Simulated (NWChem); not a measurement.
Species: SiNH₅; SMILES [SiH3]N

All runs: NWChem. Geometry: optimised at PBE0/def2-SVP.

Diagonal of the polarisability tensor at CAM-B3LYP/def2-SVPD, static: 36.82, 40.81, 37.17 bohr³.

Task: Find the mean polarisability volume, the molar refraction, and the refractive index that an ideal gas of it would have at 273.15 K and 1 atm.

Result: 
1. Mean: one third of the trace = 38.27 bohr³ × 0.14818 Å³/bohr³ = 5.67 Å³.
2. Molar refraction (Lorentz-Lorenz): (4π/3) N_A α = 14.3 cm³/mol.
3. Number density p/kT = 2.687 × 10⁻⁵ Å⁻³; n − 1 = 2π N α = 9.57 × 10⁻⁴.
4. These hold the electronic response alone: vibrational and orientational terms add to the static dielectric constant.
